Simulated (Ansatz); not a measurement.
A run on CH$_{4}$O$_{3}$Si (`O[Si]1(O)CO1`) with other settings.

```yaml
crystal:
  periodic: [false, false, false]
  atoms:
    - {symbol: O, position_ang: [-0.684402, 0.366482, -1.750660]}
    - {symbol: Si, position_ang: [0.154357, 0.126120, -0.646588]}
    - {symbol: O, position_ang: [1.417702, -0.226723, -1.050469]}
    - {symbol: C, position_ang: [-0.338337, -0.856683, 1.063427]}
    - {symbol: O, position_ang: [-0.078623, 1.109211, 1.049166]}
    - {symbol: H, position_ang: [-1.600256, 0.586850, -1.261393]}
    - {symbol: H, position_ang: [2.242903, -0.273351, -0.656661]}
    - {symbol: H, position_ang: [0.427350, -0.903821, 1.818906]}
    - {symbol: H, position_ang: [-1.335841, -0.714654, 1.353712]}
basis:
  gaussian: {orbitals: x2c-TZVPPall, final_grid: {core_spheres: 8, valence_spheres: 7, degree: 23}}
total_charge: 1
magnetization: {spin_polarized: true, initial_magnetization: 1}
hamiltonian: {xc: {name: wB97M-V}}
scf: {lower_state_search: full}
scf: {max_iter: 3}
output: {forces: true}
```

```sh
$ ansatz run in.yaml --threads 2 --pin off --events-out ev --progress --plain --max-ram 4352MiB
```

Shortened log:

```
Error: YAML parse error: error: line 19 column 1: duplicate mapping key: scf, set DuplicateKeyPolicy in Options if acceptable
17 | hamiltonian: {xc: {name: wB97M-V}}
18 | scf: {lower_state_search: full}
19 | scf: {max_iter: 3}
20 | output: {forces: true}
```
